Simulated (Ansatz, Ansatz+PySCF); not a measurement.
```yaml
atoms:
  - { symbol: Al, position_ang: [0.0225, -0.0352, -0.0274] }
  - { symbol: Cl, position_ang: [2.1244, -0.0067, -0.0197] }
  - { symbol: Cl, position_ang: [-1.0471, 1.7515, -0.0067] }
  - { symbol: Cl, position_ang: [-1.0503, -1.8456, 0.0184] }
```

Basis set: def2-SVP (spherical functions). Left uncorrelated: 20 orbitals. Charge 0, multiplicity 1.

Computed with Ansatz (development build ahead of 0.2.0); each method stands on the lowest determinant of its kind that the runs found. Restricted open shells among the atoms or ions are ROHF, correlated in semicanonical orbitals with singles. Restricted functionals stand beside restricted open-shell atoms, which can lie above the unrestricted atoms usual in DFT and then raise those values.

Question: Give the atomization energy at this shape (free ground-state atoms in the same class of orbitals less the molecule, no zero-point energy) of singlet AlCl3 by ωB97X (restricted), ωB97X (unrestricted), r²SCAN (unrestricted), r²SCAN (restricted), PBE0 (restricted), PBE0 (unrestricted), PBE (unrestricted), PBE (restricted), RHF-CCSD(T), RHF-CCSD, RHF-MP2, UHF-MP2, RHF, UHF.

Answer:

| method | atomization energy |
| --- | --- |
| ωB97X (restricted) | 1294.9 kJ/mol |
| ωB97X (unrestricted) | 1281.1 kJ/mol |
| r²SCAN (unrestricted) | 1311.8 kJ/mol |
| r²SCAN (restricted) | 1331.6 kJ/mol |
| PBE0 (restricted) | 1289.8 kJ/mol |
| PBE0 (unrestricted) | 1275.5 kJ/mol |
| PBE (unrestricted) | 1290.3 kJ/mol |
| PBE (restricted) | 1300.3 kJ/mol |
| RHF-CCSD(T) | 1197.5 kJ/mol |
| RHF-CCSD | 1182.2 kJ/mol |
| RHF-MP2 | 1249.8 kJ/mol |
| UHF-MP2 | 1253.8 kJ/mol |
| RHF | 1053.7 kJ/mol |
| UHF | 1016.6 kJ/mol |
